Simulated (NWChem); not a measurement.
# InCl, singlet; SMILES [Cl][In]

```xyz
2

In     0.0000     0.0000    -0.6362
Cl     0.0000     0.0000     1.7937
```
Atoms are numbered in this order, from 1.

Computed with NWChem. Low-valent species are run as closed-shell singlets; no triplet was tried in these runs. All runs use the structure optimised with PBE0/def2-SVP (def2 core potentials past Kr). GIAO values for the isolated, static molecule; σ is the absolute isotropic shielding. Spin-orbit effects, on the heavy nuclei and on their neighbours, are missing.

For level PBE0/x2c-SVPall-s, scalar ZORA without spin-orbit coupling:

- σ In1 (ppm): 3399.0
- σ Cl2 (ppm): 506.1

Problem. How do the values read with level PBE/x2c-SVPall-s, scalar ZORA without spin-orbit coupling instead?

Solution. 
* **σ In1 (ppm)**: 3289.5
* **σ Cl2 (ppm)**: 414.4
